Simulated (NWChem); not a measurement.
A series in which one site is exchanged, each optimised at PBE0/def2-SVP with NWChem, gas phase unless a solvent is named. All stand in one matching conformer (torsions within 35°), which need not be the lowest. For some, no frequency run checked for a minimum. def2 effective core potentials on Zr, Sn; no spin-orbit coupling.

A: [OH][Sn]([Cl])([OH])[Cl] (SnH2O2Cl2; site = Sn)
B: [OH][Zr]([OH])([Cl])[Cl] (ZrH2O2Cl2; site = Zr)
C: O[Si](O)(Cl)Cl (SiH$_{2}$O$_{2}$Cl$_{2}$; site = Si)
D: [OH][Ti]([OH])([Cl])[Cl] (TiH$_{2}$O$_{2}$Cl$_{2}$; site = Ti)

```tsv
quantity	A	B	C	D
dipole (D), PBE0/def2-SVP	2.05	4.07	2.14	[?]
orbital gap (eV), PBE0/def2-SVP	6.69	7.73	9.76	[?]
static polarisability, PBE/def2-SVPD (bohr³)	78.5	81.1	61.2	[?]
```

Problem. Complete the blanks.

Solution. 
- dipole (D), PBE0/def2-SVP, D: 3.61
- orbital gap (eV), PBE0/def2-SVP, D: 6.13
- static polarisability, PBE/def2-SVPD (bohr³), D: 77.3
